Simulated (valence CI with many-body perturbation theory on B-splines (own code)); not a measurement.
**Tb58+: E2, E3, M1, M2 decay**

Method: configuration interaction combined with many-body perturbation theory (CI+MBPT): five valence electrons over a frozen Dirac-Fock core [He], a basis of 9 s, 9 p, 8 d, 6 f, 3 g, 1 h functions for each j, with the one-electron correlation potential Σ1 (screened to all orders), the two-electron term Σ2, the three-electron term Σ3, Breit, model QED; selected single and double excitations, second order for the rest (own B-spline code, finite nucleus).

The last digits are not significant, and no measured levels were compared; by estimate large intervals hold to a few tenths of a per cent, small ones and those within an open d or f shell to about a per cent. Among the levels kept, up to 1200 cm⁻¹ of a level comes from second order outside the variational space, and about a tenth of that is noise between levels of different J, which matters for small intervals.

Lines 1 to 46 of 46 in falling wavelength, among levels below 607.01 Ry, chosen from the decays that carry over 1 % of a level's rate. Wavelengths and rates use the calculated energies. Electric multipoles are in the length gauge, E1 and E2 with the static RPA response of the core. S is in atomic units (e²a₀⁴ for E2 and M2, e²a₀⁶ for E3), for M1 in squared Bohr magnetons. Weak lines are less certain than strong ones. Lines between different terms over intervals too small for the method are left out, as are lines whose strength nearly cancels. The highest levels of a list are the least certain.

Levels are named by their leading jj configuration (3d3/2^4 stands for four electrons in 3d with j = 3/2), which in mixed levels can hold well under half, so a name can repeat and another be missing. Letters in brackets count levels of one name in rising energy.

```tsv
λ vac (nm)	Upper	Lower	Type	A (s⁻¹)	S (a.u.)
1.632	(2s^2 2p1/2 2p3/2^2) J=3/2	(2s^2 2p1/2^2 2p3/2) J=3/2	M1	4.22e+09	2.72e+00
1.628	(2s^2 2p3/2^3) J=3/2	(2s^2 2p1/2 2p3/2^2) J=1/2	M1	1.04e+09	6.67e-01
1.585	(2s^2 2p1/2 2p3/2^2) J=5/2	(2s^2 2p1/2^2 2p3/2) J=3/2	M1	7.06e+08	6.26e-01
1.585	(2s^2 2p1/2 2p3/2^2) J=5/2	(2s^2 2p1/2^2 2p3/2) J=3/2	E2	1.47e+07	7.89e-05
1.543	(2s^2 2p3/2^3) J=3/2	(2s^2 2p1/2 2p3/2^2) J=5/2	M1	1.21e+09	6.59e-01
1.504	(2s^2 2p1/2 2p3/2^2) J=1/2	(2s^2 2p1/2^2 2p3/2) J=3/2	M1	2.46e+09	6.22e-01
1.501	(2s^2 2p3/2^3) J=3/2	(2s^2 2p1/2 2p3/2^2) J=3/2	M1	4.87e+09	2.44e+00
0.2019	(2s^2 2p1/2 2p3/2 3d5/2) J=9/2	(2s 2p1/2 2p3/2^3) J=5/2	E2	7.31e+08	2.19e-07
0.1826	(2s^2 2p1/2 2p3/2 3p1/2) J=3/2 [a]	(2s^2 2p1/2 2p3/2^2) J=1/2	E2	1.25e+11	9.06e-06
0.1822	(2s^2 2p1/2 2p3/2 3p1/2) J=5/2	(2s^2 2p1/2 2p3/2^2) J=1/2	E2	2.32e+11	2.49e-05
0.1816	(2s^2 2p1/2 2p3/2 3p1/2) J=1/2	(2s^2 2p1/2 2p3/2^2) J=5/2	E2	2.59e+11	9.11e-06
0.1813	(2s^2 2p1/2 2p3/2 3p1/2) J=3/2 [b]	(2s^2 2p1/2 2p3/2^2) J=1/2	E2	1.04e+11	7.24e-06
0.1813	(2s^2 2p1/2^2 3p1/2) J=1/2	(2s^2 2p1/2^2 2p3/2) J=3/2	E2	1.22e+12	4.28e-05
0.1811	(2s^2 2p1/2 2p3/2 3p1/2) J=5/2	(2s^2 2p1/2 2p3/2^2) J=5/2	E2	6.96e+11	7.26e-05
0.1810	(2s^2 2p1/2 2p3/2 3p1/2) J=1/2	(2s^2 2p1/2 2p3/2^2) J=3/2	E2	3.86e+11	1.34e-05
0.1810	(2s^2 2p1/2 2p3/2 3p1/2) J=1/2	(2s^2 2p1/2 2p3/2^2) J=3/2	M1	1.13e+10	4.96e-03
0.1808	(2s^2 2p1/2 2p3/2 3p1/2) J=3/2 [a]	(2s^2 2p1/2 2p3/2^2) J=3/2	E2	7.56e+11	5.22e-05
0.1805	(2s^2 2p1/2 2p3/2 3p1/2) J=5/2	(2s^2 2p1/2 2p3/2^2) J=3/2	E2	1.73e+11	1.77e-05
0.1802	(2s^2 2p1/2 2p3/2 3p1/2) J=3/2 [b]	(2s^2 2p1/2 2p3/2^2) J=5/2	E2	6.86e+11	4.66e-05
0.1796	(2s^2 2p1/2 2p3/2 3p1/2) J=3/2 [b]	(2s^2 2p1/2 2p3/2^2) J=3/2	E2	4.21e+10	2.81e-06
0.1759	(2s 2p1/2^2 2p3/2 3p3/2) J=7/2	(2s 2p1/2^2 2p3/2^2) J=5/2	E2	3.97e+11	4.78e-05
0.1757	(2s 2p1/2^2 2p3/2 3p3/2) J=1/2 [b]	(2s 2p1/2^2 2p3/2^2) J=3/2	E2	7.09e+11	2.12e-05
0.1757	(2s^2 2p1/2 2p3/2 3p3/2) J=5/2 [b]	(2s^2 2p1/2 2p3/2^2) J=1/2	E2	2.43e+11	2.18e-05
0.1756	(2s^2 2p1/2 2p3/2 3p3/2) J=5/2 [a]	(2s^2 2p1/2 2p3/2^2) J=5/2	E2	9.49e+10	8.48e-06
0.1754	(2s^2 2p1/2 2p3/2 3p3/2) J=3/2 [a]	(2s^2 2p1/2 2p3/2^2) J=5/2	E2	2.79e+11	1.65e-05
0.1752	(2s^2 2p1/2 2p3/2 3p3/2) J=7/2	(2s^2 2p1/2 2p3/2^2) J=5/2	E2	4.24e+11	5.00e-05
0.1751	(2s^2 2p1/2^2 3p3/2) J=3/2	(2s^2 2p1/2^2 2p3/2) J=3/2	E2	6.10e+11	3.59e-05
0.1750	(2s^2 2p1/2 2p3/2 3p3/2) J=5/2 [a]	(2s^2 2p1/2 2p3/2^2) J=3/2	E2	3.45e+11	3.03e-05
0.1749	(2s^2 2p1/2 2p3/2 3p3/2) J=3/2 [a]	(2s^2 2p1/2 2p3/2^2) J=3/2	E2	1.41e+11	8.25e-06
0.1747	(2s^2 2p1/2 2p3/2 3p3/2) J=7/2	(2s^2 2p1/2 2p3/2^2) J=3/2	E2	4.85e+10	5.64e-06
0.1741	(2s^2 2p1/2 2p3/2 3p3/2) J=1/2 [b]	(2s^2 2p1/2 2p3/2^2) J=5/2	E2	8.25e+11	2.36e-05
0.1736	(2s^2 2p1/2 2p3/2 3p3/2) J=1/2 [b]	(2s^2 2p1/2 2p3/2^2) J=3/2	E2	3.12e+11	8.77e-06
0.1735	(2s 2p1/2^2 2p3/2 3p3/2) J=1/2 [b]	(2s 2p1/2^2 2p3/2^2) J=5/2	E2	2.24e+11	6.27e-06
0.1725	(2s 2p1/2^2 2p3/2 3d5/2) J=9/2	(2s 2p1/2^2 2p3/2^2) J=5/2	M2	2.51e+10	3.42e-06
0.1725	(2s 2p1/2^2 2p3/2 3d5/2) J=9/2	(2s 2p1/2^2 2p3/2^2) J=5/2	E3	1.47e+09	2.12e-06
0.1716	(2s^2 2p1/2 2p3/2 3d5/2) J=9/2	(2s^2 2p1/2 2p3/2^2) J=5/2	M2	2.48e+10	3.30e-06
0.1716	(2s^2 2p1/2 2p3/2 3d5/2) J=9/2	(2s^2 2p1/2 2p3/2^2) J=5/2	E3	1.55e+09	2.17e-06
0.1664	(2s 2p1/2^2 2p3/2 3d5/2) J=9/2	(2s^2 2p1/2 2p3/2^2) J=5/2	E2	1.72e+09	1.96e-07
0.1581	(2s^2 2p1/2 2p3/2 3p3/2) J=5/2 [a]	(2s^2 2p1/2^2 2p3/2) J=3/2	E2	1.62e+11	8.59e-06
0.1579	(2s^2 2p1/2 2p3/2 3p3/2) J=3/2 [a]	(2s^2 2p1/2^2 2p3/2) J=3/2	E2	4.98e+11	1.75e-05
0.1578	(2s^2 2p1/2 2p3/2 3p3/2) J=7/2	(2s^2 2p1/2^2 2p3/2) J=3/2	E2	5.90e+11	4.12e-05
0.1573	(2s^2 2p1/2 2p3/2 3p3/2) J=5/2 [b]	(2s^2 2p1/2^2 2p3/2) J=3/2	E2	4.27e+11	2.20e-05
0.1569	(2s^2 2p1/2 2p3/2 3p3/2) J=1/2 [b]	(2s^2 2p1/2^2 2p3/2) J=3/2	E2	2.11e+11	3.58e-06
0.1549	(2s^2 2p1/2 2p3/2 3d5/2) J=9/2	(2s^2 2p1/2^2 2p3/2) J=3/2	E3	3.24e+09	2.20e-06
0.1516	(2s 2p1/2^2 2p3/2 3d3/2) J=5/2	(2s^2 2p1/2^2 2p3/2) J=3/2	E2	1.26e+12	5.42e-05
0.1515	(2s 2p1/2^2 2p3/2 3d3/2) J=7/2	(2s^2 2p1/2^2 2p3/2) J=3/2	E2	1.79e+12	1.02e-04
```
